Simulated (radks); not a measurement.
Species: Cr+. Configuration: [Ar] 3d5. Method: non-relativistic Kohn-Sham, LDA (Slater exchange, Perdew-Wang correlation), spin-polarised, spherical densities, point nucleus; open shells are filled with parallel spins first; computed with a radial shooting solver on a logarithmic mesh with Libxc functionals.

Unscreened Slater integrals over Kohn-Sham orbitals (cm^-1). They are taken over the spin-up orbitals.

\begin{tabular}{lr}
integral & value \\ \hline
F0(3d,3d) & 150800 \\
F2(3d,3d) & 66787 \\
F4(3d,3d) & 41000 \\
F0(3d,3p) & 173140 \\
F2(3d,3p) & 78809 \\
G1(3d,3p) & 97885 \\
G3(3d,3p) & 58378 \\
F0(3d,3s) & 177330 \\
G2(3d,3s) & 73115 \\
F0(3d,2p) & 219270 \\
F2(3d,2p) & 36537 \\
G1(3d,2p) & 25659 \\
G3(3d,2p) & 14541 \\
F0(3p,3p) & 204410 \\
F2(3p,3p) & 101800 \\
F0(3p,3s) & 210230 \\
G1(3p,3s) & 139050 \\
F0(3p,2p) & 279260 \\
F2(3p,2p) & 54057 \\
G0(3p,2p) & 21058 \\
G2(3p,2p) & 21944 \\
F0(3s,3s) & 216630 \\
F0(3s,2p) & 289200 \\
G1(3s,2p) & 23387 \\
F0(2p,2p) & 766930 \\
F2(2p,2p) & 360580 \\
\end{tabular}

Derived for the open shells (J is the average intra-shell exchange parameter used in DFT+U). 3d: Racah B = F2/49 - 5 F4/441 = 898.1 cm^-1, C = 35 F4/441 = 3254 cm^-1, C/B = 3.62, F4/F2 = 0.614, J = (F2 + F4)/14 = 7699 cm^-1.
